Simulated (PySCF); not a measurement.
## Worked example: entropy of an ideal gas

GaH₂F, SMILES [GaH2][F].

The structure is a stationary point at B3LYP-D3(BJ)/def2-TZVP.

B3LYP-D3(BJ)/def2-TZVP (PySCF) gives the harmonic wavenumbers 518, 629, 651, 728, 2004, 2019 cm⁻¹ and the rotational temperatures 5.9175, 0.4974, 0.4588 K. The molar mass is 90.74 g/mol, the symmetry number 2, the spin multiplicity 1.

Work out the entropy at 298.15 K and 1 atm in the rigid-rotor, harmonic-oscillator model.


Translation (Sackur–Tetrode at 1 atm): S = R[1.5 ln M + 2.5 ln T − 1.16487] = 165.0 J/(mol K).
Rotation: q = (√π/σ) T^1.5/√(θA θB θC) = 3930, S = R[ln q + 3/2] = 81.3 J/(mol K).
Vibration: with u = 1.4388 ν/T, each mode gives R[u/(e^u − 1) − ln(1 − e^−u)]:
```csv
ν (cm⁻¹),modes,u,S (J/(mol K))
518,1,2.50,2.57
629,1,3.04,1.68
651,1,3.14,1.55
728,1,3.51,1.15
2004,1,9.67,0.01
2019,1,9.74,0.01
```
These are all the modes. Sum 7.0 J/(mol K).
Spin: R ln 1 = 0.0 J/(mol K).
Total 253.2 J/(mol K); the program's own thermochemistry gives 253.2. Translation makes up 65 % and vibration 3 %. Anharmonicity, hindered rotation and orbital degeneracy are left out.
